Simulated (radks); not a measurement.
Species: Er3+. Configuration: [Kr] 4d10 4f11.25 5s1.75 5p6 (fractional occupations, a model configuration).

Calculated with a radial shooting solver on a logarithmic mesh with Libxc functionals: scalar-relativistic Kohn-Sham, AM05, spin-polarised, spherical densities, finite nucleus; open shells are filled with parallel spins first (spin-orbit coupling, left out, can overturn this in heavy ions); Fermi nuclear charge, rms radius 5.2516 fm.

Energy parts (Ry):
| part | energy |
|---|---|
| total | -26150.1876 |
| kinetic | 28340.0471 |
| electron-nucleus | -64037.1374 |
| Hartree | 10084.4289 |
| exchange-correlation | -537.5262 |

Orbitals (lengths in bohr, moments of r in powers of bohr; r(max) is where P^2 peaks; r(90%) holds 90 % of the orbital's charge):
orbital,occ.,eigenvalue (Ry),r(90%),<r^2>,r(max)
1s up,1,-4214.845,0.0370,0.0005686,0.01287
1s down,1,-4214.842,0.0370,0.0005686,0.01287
2s up,1,-710.1810,0.134,0.008845,0.07329
2s down,1,-710.1757,0.134,0.008845,0.07329
2p up,3,-628.6735,0.125,0.007192,0.05958
2p down,3,-628.6692,0.125,0.007192,0.05958
3s up,1,-160.9951,0.331,0.05815,0.2074
3s down,1,-160.9016,0.331,0.05811,0.2073
3p up,3,-136.1952,0.336,0.05852,0.2040
3p down,3,-136.1019,0.336,0.05847,0.2040
3d up,5,-105.0821,0.317,0.04880,0.1663
3d down,5,-105.0097,0.317,0.04874,0.1663
4s up,1,-33.71170,0.730,0.2916,0.4739
4s down,1,-33.52505,0.730,0.2917,0.4739
4p up,3,-25.54490,0.784,0.3305,0.4954
4p down,3,-25.36086,0.784,0.3306,0.4954
4d up,5,-14.59923,0.876,0.3942,0.5115
4d down,5,-14.41720,0.877,0.3948,0.5115
5s up,1,-6.06531,1.76,1.690,1.102
5s down,0.75,-5.96120,1.78,1.712,1.106
5p up,3,-4.10239,2.08,2.304,1.251
5p down,3,-4.02450,2.10,2.346,1.260
4f up,7,-2.63610,1.31,0.7642,0.5058
4f down,4.25,-2.46855,1.34,0.7968,0.5069

The highest occupied level is 4f down at -33.586 eV. The spin density at the nucleus is 110.9 e/bohr^3 (1s 0.3, 2s -0.7, 3s -8.9, 4s 2.3, 5s 118.0). Summed over all electrons, <r^2> = 33.19 bohr^2, which gives a Langevin (diamagnetic) susceptibility term of -26.3 x 10^-6 cm^3/mol. The electron density at the nucleus is 9.17e+05 e/bohr^3 (large components only). The density falls to 0.001 e/bohr^3 at r = 3.13 bohr.
